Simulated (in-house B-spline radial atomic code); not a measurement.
## Removing one electron from Pm XXXII (Pm31+)

Closed shell [Ar] 3d10 4s2. Computed with a B-spline radial code for spherical atoms: Koopmans values of Dirac-Hartree-Fock plus a diagonal self-energy, in second order or with its direct term screened (direct RPA, with the hole-particle interaction, or full time-dependent Hartree-Fock), linearised in energy; no-pair Dirac-Coulomb Hamiltonian, finite nucleus. Shifts add to the Koopmans value (the ΔSCF shift is orbital relaxation alone); the final value takes TDHF screening with Breit and QED.

Command:
```bash
python run_mb.py task.json out
```
Settings (nuclear radius in fm, box in bohr, cutoff in hartree):
```
basis_form          2
Z                   61
core_configuration  [Ar] 3d10 4s2
rms_radius          4.962
mass_number         145
speed_of_light      137.036
box_radius          3.497
lmax                7
intervals           58
virtual_cutoff      14884.0
```

Time taken, with all properties: 9.5 s on 1 thread of Intel(R) Xeon(R) 6975P-C, on a shared host.

Energies in eV:

```json
{"subshell": "4s1/2", "Koopmans": "1262.63", "ΔSCF shift": "-0.246", "second order": "?", "direct RPA": "?", "hole-particle": "?", "TDHF": "?", "Breit + QED": "?", "final": "?"}
```

Q: What does the self-energy do to 4s1/2?

A: It shifts the removal energy by 2.933 eV in second order, 2.068 with direct RPA, 2.395 with the hole-particle term and 2.631 with TDHF screening (quasi-particle weight 0.993); Breit and QED add -1.334 eV. The final value is 1263.93 eV, against 1261 ± 4 eV (NIST, tabulated theory).
